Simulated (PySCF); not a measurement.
Ge(H)2(vinyl)(OH) (C2H6GeO), SMILES C=[CH][GeH2][OH].

Coordinates come from a PBE0-D3(BJ)/def2-SVP optimisation. One conformer was computed; it need not be the lowest.

Method: ωB97X/def2-TZVP in PySCF.

Isolated molecule, no solvent.

Computed frontier levels, gap, dipole moment and polarisability:
```
Quantity                                                                                                       Result
---------------------------------------------------------------------------------------------  ----------------------
highest occupied level                                                                                      -10.51 eV
lowest empty level                                                                                            1.47 eV
orbital gap                                                                                                  11.98 eV
dipole moment                                                                                               0.399 e·Å
quadrupole, principal values (traceless, Buckingham form, about the centre of nuclear charge)   -7.72, 0.29, 7.43 D·Å
mean static polarisability                                                                       56.6 bohr³ (8.39 Å³)
polarisability, principal values                                                               45.5, 52.9, 71.4 bohr³
```
